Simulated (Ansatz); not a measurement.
Consider the cleavage of the P–Ge bond: `[OH][GeH]([PH2])[Br]` + `[SeH][SiH2][SeH]` → `P[Se][SiH2][SeH]` + `[OH][GeH2][Br]`.

Calculated with Ansatz (gas phase, PBE0-D4/def2-TZVP geometries, no zero-point term in ΔE). CCSD(T)/CBS is the MP2 limit (def2-TZVPP, def2-QZVPP) plus CCSD(T) − MP2 in def2-TZVPP, frozen cores. DFT in def2-TZVPP. For Br, Ge, Se outer-core shells are correlated without core-valence functions, which leaves a few kJ/mol of doubt a bond. Scalar relativity is left out up to krypton. Each species was taken in one conformer, which may not be the lowest.

`[OH][GeH]([PH2])[Br]`:

Cartesian coordinates in Å:
```
O -1.419 -0.807 0.906
Ge 0.158 -0.390 0.218
P -0.284 1.301 -1.278
Br 0.970 -2.207 -0.972
H -1.378 -1.535 1.531
H 1.183 -0.149 1.342
H -0.335 2.276 -0.243
H 1.104 1.511 -1.504
```

`[SeH][SiH2][SeH]`:

Cartesian coordinates in Å:
```
Se -0.217 -1.913 0.506
Si -0.348 0.085 -0.572
Se 0.792 1.772 0.441
H 1.252 -1.913 0.486
H 0.240 0.037 -1.932
H -1.805 0.346 -0.644
H 0.085 1.586 1.715
```

`P[Se][SiH2][SeH]`:

```xyz
9

P     0.545   -0.530   -2.136
Se   -0.054    1.123   -0.697
Si   -0.507   -0.347    0.984
Se   -0.855    0.815    2.905
H    -0.230   -0.078   -3.235
H     1.731    0.088   -2.611
H     0.619   -1.305    1.103
H    -1.775   -1.082    0.755
H     0.526    1.316    2.932
```

`[OH][GeH2][Br]`:

```xyz
6

O    -0.176    0.912    1.079
Ge    0.261   -0.019   -0.356
Br   -1.578   -1.224   -1.068
H    -0.480    0.364    1.807
H     1.354   -1.049   -0.042
H     0.618    1.016   -1.420
```

```
          level  ΔE (kJ/mol)
            PBE         14.5
CCSD/def2-TZVPP         15.9
```

What does CCSD(T)/CBS give? (Best estimate.)

Computed: +13.0 kJ/mol. The listed levels differ from it by 1.5, 2.9 kJ/mol.

Largest T1 diagnostic among the species: 0.011.

At CCSD(T), def2-SVP lies +6.7 kJ/mol from the extrapolated value and def2-TZVPP +2.9 kJ/mol. In def2-TZVPP, CCSD(T) changes the Hartree–Fock value by +7.6 kJ/mol (the triples alone add −0.1 kJ/mol) and MP2 by +4.4 kJ/mol.
